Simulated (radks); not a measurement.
The numbers below are computed, except where a source is named.
Ionisation of Cl+, [Ne] 3s2 3p4, to Cl2+, [Ne] 3s2 3p3, under several functionals. Scalar-relativistic Kohn-Sham, spin-unpolarised, spherical densities, point nucleus; a radial shooting solver on a logarithmic mesh with Libxc functionals. Known Delta-SCF values: exchange-only LDA 24.107 eV; SOGGA 25.309 eV; XLYP 25.331 eV. What does B86b exchange with PBE correlation give, and what is its highest occupied eigenvalue?

Answer. 25.476 eV by Delta-SCF; the 3p eigenvalue is -19.452 eV. NIST: 23.814 eV (measured).

Beside tabulated values, note that spin-unpolarised runs miss the spin-polarisation part of the exchange energy of open shells.
